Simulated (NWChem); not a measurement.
InSiH$_{5}$; SMILES [InH2][SiH3]

Program: NWChem. Structure relaxed at the PBE0/def2-SVP level. def2 effective core potentials on In; no spin-orbit coupling.

**Question.** Estimate the computed values for BHandHLYP/def2-SVP. Quantities: highest occupied level (eV); orbital gap (eV); dipole (D).

**Answer.** The highest occupied level (eV) is -8.26 and the orbital gap (eV) comes out as 6.82. The dipole (D) is 0.20.
